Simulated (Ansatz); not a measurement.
## Telling isomers of COS2Te apart by their spectra

These gas-phase data were calculated for one isomer of COS2Te at PBE-D3(BJ)/def2-SVP (harmonic, unscaled wavenumbers; equilibrium rotational constants with average atomic masses):

```
rotational constants            : 3.534, 1.258, 0.9279 GHz
all wavenumbers above 1500 cm⁻¹ : 1756
dipole moment                   : 3.66 D (PBE0/def2-TZVPD)
```

Candidates:

(1) `O=C1SS[Te]1`, a singlet
(2) `O=C1S[Te]S1`, a singlet

Problem. Assign the data to one candidate and say why. Where the bands don't settle it, estimate the moments of inertia from typical bond lengths.

Solution. Candidate (2). The rotational constants decide: (1) would give 2.52, 1.56, 0.9637 GHz.

The same quantities for all candidates:

```tsv
	rotational constants (GHz)	wavenumbers above 1500 cm⁻¹	dipole (D)	E above the lowest, PBE-D3(BJ)/def2-SVP (kcal/mol)
(1)	2.52, 1.56, 0.9637	1799	1.96	12.8
(2)	3.534, 1.258, 0.9279	1756	3.66	0.0
```

Atoms past krypton carry core potentials. Programs: Ansatz 0.2.0.
